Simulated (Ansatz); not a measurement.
`O/C(Cl)=C/[SiH3]` → `C[Si]1(Cl)CO1`  (isomerisation)

Isolated molecules relaxed with PBE0-D4/def2-TZVP in Ansatz; ΔE leaves out vibrations. CBS: MP2 limit from def2 TZ/QZ plus the TZ coupled-cluster correction, frozen cores. Functionals use def2-TZVPP. B3LYP here is the variant with VWN-RPA as its local correlation; programs differ in this. Each species was taken in one conformer, which may not be the lowest.

Problem. Is it downhill or uphill in electronic energy at CCSD(T)/CBS, and by how much? (Estimate.)

Solution. Ansatz gave: Downhill: ΔE = -220.6 kJ/mol.

Problem. What do these levels give: r2SCAN-D4, PBE0-D4, B3LYP-D4, r2SCAN, MP2/def2-TZVPP, MP2/def2-QZVPP? (An estimate is asked.)

Solution. The calculation gave: r2SCAN-D4 -221.0, PBE0-D4 -216.9, B3LYP-D4 -208.1, r2SCAN -221.1, MP2/def2-TZVPP -227.1, MP2/def2-QZVPP -230.3 kJ/mol.

Largest T1 diagnostic among the species: 0.012.

In def2-TZVPP, CCSD(T) changes the Hartree–Fock value by −6.6 kJ/mol (the triples alone add +3.1 kJ/mol) and MP2 by −17.7 kJ/mol. From PBE to PBE0 (25 % exact exchange), in def2-TZVPP and without D4, ΔE moves by −8.9 kJ/mol.
